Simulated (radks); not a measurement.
Excited configurations of neutral scandium: one electron is placed in a higher orbital outside [Ar] 3d1 4s1. The ground configuration is [Ar] 3d1 4s2. Method: scalar-relativistic Kohn-Sham, r2SCAN, spin-polarised, spherical densities, finite nucleus; open shells are filled with parallel spins first; meta-GGA in the generalised Kohn-Sham scheme; Fermi nuclear charge, rms radius 3.5459 fm; computed with a radial shooting solver on a logarithmic mesh with Libxc functionals. Excitation = E - E(ground); binding = E(ion) - E, where the ion is the core of charge +1; n* = 1/sqrt(2 binding) in atomic units, and the quantum defect is n - n*.

\begin{tabular}{lrrrrrr}
outer orbital & excitation (eV) & binding (eV) & n* & quantum defect & eigenvalue (eV) & <r> (bohr) \\ \hline
4d & 4.628 & 1.557 & 2.956 & 1.044 & -0.702 & 10.25 \\
5s & 3.877 & 2.308 & 2.428 & 2.572 & -1.430 & 9.275 \\
6f & 5.753 & 0.432 & 5.612 & 0.388 & -0.270 & 45.79 \\
7f & 5.863 & 0.322 & 6.498 & 0.502 & -0.210 & 64.02 \\
\end{tabular}

The Delta-SCF ionisation energy is 6.185 eV (NIST Atomic Spectra Database: 6.561 eV, measured). Self-interaction in the functional shifts the binding energies and quantum defects, so they are the method's values and not measured ones. Open shells are spherical and high-spin; term and fine-structure splittings are not resolved.
